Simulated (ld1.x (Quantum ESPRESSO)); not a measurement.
Results of a calculation; reference values are marked as such.
Potentials for C (Z = 6) compared

Generated with ld1.x 7.5 (TM, RRKJ, ultrasoft, PAW), atompaw 4.2 or ONCVPSP 4.0.1. The cutoff is in Ry: for ld1.x and atompaw files where the sum of valence levels is converged to 10 mRy in a Bessel basis, for ONCV files where the hardest occupied wave has 1 mHa per electron of residual kinetic energy. The error is the largest all-electron minus pseudo excitation energy over each file’s own four to seven test configurations (ionisations up to +4, promotions, holes and added fractions of an electron), all of which were solved. The labels leave out finer settings (local radius, basis sizes, second energies), which also bear on the numbers. Spin-polarised tests are not counted. The rows are a selection from randomly drawn settings: files with unsolved tests, undetermined cutoffs or missed reference levels are left out.

```csv
potential,cutoff (Ry),largest error (meV),bound ghosts
"RRKJ, LDA (PZ), non-relativistic, rc 1.10/1.50 (sp), local smoothed, core correction yes, reference 2s2 2p1.5",50,+316,none
"ultrasoft, PBE, scalar-relativistic, rc 0.95/2.10/1.95 (spd), local smoothed, core correction yes, reference 2s2 2p2",35,+120,none
"PAW, LDA (PZ), scalar-relativistic, rc 1.45/2.20 (sp), local smoothed, core correction yes, reference 2s1 2p3",15,+13,none
"TM, LDA (PZ), non-relativistic, rc 0.75/1.55/1.25 (spd), local p, core correction yes, reference 2s2 2p2",140,+262,none
"TM, LDA (PZ), scalar-relativistic, rc 0.80/2.30/1.85 (spd), local d, core correction no, reference 2s2 2p2",100,+1041,none
"PAW, PBE, scalar-relativistic, rc 0.90/3.10 (sp), local smoothed, core correction yes, reference 2s2 2p1",40,+50,none
"RRKJ, LDA (PZ), non-relativistic, rc 1.05/2.30/2.15 (spd), local s, core correction yes, reference 2s2 2p0",40,+900,none
```

Problem. Fill in the row for C: TM, BLYP, scalar-relativistic, rc 1.05/1.75 (sp), local s, core correction no, reference 2s2 2p2.

Solution. cutoff 40 Ry, largest error +520 meV, bound ghosts: none.

Problem. Fill in the row for C: RRKJ, LDA (PZ), fully relativistic, rc 1.10/1.75/1.40 (spd), local p, core correction yes, reference 2s2 2p1.5.

Solution. cutoff 50 Ry, largest error +91 meV, bound ghosts: none.
